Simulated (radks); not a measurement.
Results of a calculation; reference values are marked as such.
Initial-state core-level shifts of the argon ion Ar3+ when its valence configuration changes from [Ne] 3s2 3p3. Code: a radial shooting solver on a logarithmic mesh with Libxc functionals. Model: Dirac Kohn-Sham, PBE, spin-unpolarised, spherical densities, point nucleus; open shells fill j = l - 1/2 first. Shifts are changes of the shell-averaged eigenvalues in eV (positive: less bound).

| valence | 1s | 2s | 2p |
|---|---|---|---|
| 3p5 | -1.986 | -2.096 | -2.031 |
| 3s1 3p4 | -1.010 | -1.061 | -1.029 |
| 3s1.5 3p3.5 | -0.510 | -0.534 | -0.518 |
| 3s0.5 3p4.5 | -1.502 | -1.582 | -1.534 |
